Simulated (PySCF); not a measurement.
**Rotational lines of BeH⁺**

Lines J+1 ← J of the vibrational ground state, computed from RHF-CCSD(T) constants of BeH⁺, ¹Σ⁺ (singlet), closed shell (basis Be def2-SVPD, H def2-SVPD; no relativity; PySCF 2.14; masses 9.0122 and 1.0078 u), in MHz:

| J | ν (MHz) |
| --- | --- |
| 0 | 631961 |
| 1 | 1263196 |
| 2 | 1892977 |
| 3 | 2520578 |
| 4 | 3145273 |

Find B0 and the effective bond length r0; with αe = 0.346 cm⁻¹, find Re.

ν = 2B0(J+1) − 4D(J+1)³ gives B0 = 10.542 cm⁻¹. With the reduced mass μred = 0.90646 u, r0 = √(16.8576/(μred·B0)) (u, cm⁻¹, Å) = 1.3282 Å. Be = B0 + αe/2 = 10.715 cm⁻¹ gives Re = 1.317 Å.

Correlated steps freeze no core orbitals. Correlated levels converge slowly with the basis: in double zeta they bind strong bonds too weakly, by up to about 1 eV, and carry superposition errors of some tenths. For an ion De counts to the pair picked by the measured ionisation energies or electron affinities, which need not be the lowest pair at this level. Where the molecule has an RHF reference, its open-shell atoms are computed with UHF.
